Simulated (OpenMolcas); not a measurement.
An atom or ion with 21 electrons was computed by XMS-CASPT2, IPEA 0.25 Eh, imaginary shift 0.1 Eh with spin-orbit coupling (OpenMolcas, ANO-RCC-VTZP, DKH2). The lowest levels that the run gave, each within 12 % of the measured value where one is at hand:

```csv
J,Parity,E (cm-1),g
3/2,even,0.0,0.399
5/2,even,543,1.029
7/2,even,1274,1.238
9/2,even,2170,1.334
1/2,even,19810,2.653
3/2,even,20000,1.725
5/2,even,20670,1.601
7/2,even,21970,0.889
9/2,even,22700,1.108
3/2,even,27820,1.156
1/2,even,28000,0.683
9/2,even,30130,0.913
```

Question: Which ion is it, and what are the configurations and terms?

Answer: Fe5+ (Z = 26, charge +5; active space 3 electrons in 5 orbitals (3d)). J, parity and g give the terms where levels are pure, and mixed ones are named by the computed weights; the size of the splittings, set against known spectra of the 21-electron sequence, gives the charge. In order, with the measured energies in cm-1 (Corliss and Sugar, J. Phys. Chem. Ref. Data 11, 135 (1982)): 3d3 4F 3/2, 3d3 4F 5/2 (511), 3d3 4F 7/2 (1188), 3d3 4F 9/2 (2001), 3d3 4P 1/2 (18738), 3d3 4P 3/2 (18942), 3d3 4P 5/2 (19611), 3d3 2G 7/2 (20616), 3d3 2G 9/2 (21315), 3d3 2P 3/2 [63 %] (26215), 3d3 2P 1/2 (26496), 3d3 2H 9/2 (28724).

CASPT2 breaks the degeneracy within a term, and the mean is taken; among the terms shown or strongly mixed into the levels shown the widest spread is 1500 cm-1 (3d3 4F). The CASPT2 spread within a term exceeds the gap to the next term for 3d3 2D(1) and 3d3 2H, so the order of their levels is uncertain. Computed and measured levels are paired by configuration, term and J; levels that our copy of the source lacks, or whose pairing is in doubt (as where it misses far off the trend of its configuration), stay unpaired and out of the deviations. Levels of configurations outside the active space are missing.

A share in square brackets marks a mixed level and gives the weight of the term that names it. A number in round brackets counts repeated terms of one configuration in the order of the reference energies.
